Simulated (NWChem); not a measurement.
# CdHF; SMILES [F][CdH]

def2 effective core potentials on Cd; no spin-orbit coupling.

Question: Give the equilibrium geometry at PBE0/def2-SVP with def2 effective core potentials on Cd (NWChem) as a Z-matrix, with the point group.

Answer: point group C*v; any orientation.
```
Cd
F 1 1.9319
H 1 1.6339 2 180.00
```
